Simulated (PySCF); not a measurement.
CH4Cl2Ge, SMILES [CH3][GeH]([Cl])[Cl]. Atoms are numbered in the order given.

```xyz
8

Ge    -0.3721    -0.2862     0.0000
C      0.5521    -1.9813     0.0000
Cl     0.2442     0.8319     1.7454
Cl     0.2442     0.8319    -1.7454
H     -1.9023    -0.3282     0.0000
H      0.2800    -2.5542     0.8987
H      0.2800    -2.5542    -0.8987
H      1.6362    -1.8002     0.0000
```

Geometry: r2SCAN-D4/def2-SVP.

All values below come from PySCF with r2SCAN-D4/def2-SVP.

Frequencies are harmonic and unscaled.

Computed vibrational spectrum:
```
mode  ν (cm⁻¹)  IR (km/mol)  Raman (Å⁴/amu)  depolarisation  moving atoms (share of kinetic energy)
----  --------  -----------  --------------  --------------  --------------------------------------
1          117          0.1             0.0               –                                  H 99 %
2          146          3.9             3.4            0.73                        Cl 75 %, Ge 16 %
3          158          0.6             2.7            0.75         C 42 %, H 27 %, Cl 23 %, Ge 8 %
4          179          5.3             1.9            0.70        Ge 35 %, Cl 26 %, C 22 %, H 18 %
5          412         33.5            11.2            0.06                        Cl 74 %, Ge 23 %
6          430         80.5             3.8            0.75                        Cl 62 %, Ge 38 %
7          620         16.1            15.3            0.25                 C 62 %, H 22 %, Ge 16 %
8          653         49.9             9.3            0.66                                  H 92 %
9          711         24.1            13.7            0.75                                  H 96 %
10         814         78.0             2.6            0.75                          H 80 %, C 18 %
11         849         61.0             5.5            0.73                          H 82 %, C 17 %
12        1245          8.3             2.2            0.05                          H 80 %, C 20 %
13        1420          5.3            10.5            0.74                                  H 96 %
14        1424          4.1             9.1            0.75                                  H 96 %
15        2177         99.6           187.3            0.19                                  H 99 %
16        3052          0.4           141.8            0.00                                  H 97 %
17        3172          0.1            91.5            0.75                          H 90 %, C 10 %
18        3179          0.1            72.6            0.75                          H 90 %, C 10 %
```
